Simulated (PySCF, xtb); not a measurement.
Nb(OH)4(SH) (H₅NbO₄S), SMILES [OH][Nb]([OH])([OH])([OH])[SH], multiplicity 1. One conformer was computed; it need not be the lowest.

Harmonic wavenumbers (cm⁻¹) from GFN2-xTB (xtb) at its own minimum, in rising order: 64, 96, 123, 137, 148, 163, 195, 211, 294, 298, 315, 322, 349, 439, 449, 480, 486, 515, 543, 568, 580, 647, 2398, 3604, 3608, 3616, 3623.

Task: What does PBE0-D3(BJ)/def2-SVP (PySCF) give at its own minimum? (The exact figures need the calculation; the answer reports its results.)

Result: 71, 142, 150, 202, 209, 232, 257, 285, 306, 330, 352, 378, 442, 504, 534, 554, 577, 678, 726, 730, 748, 762, 2726, 3906, 3911, 3947, 3981. Paired by order, the mean absolute difference is 125 cm⁻¹ and the zero-point energies are 34.7 and 39.5 kcal/mol.
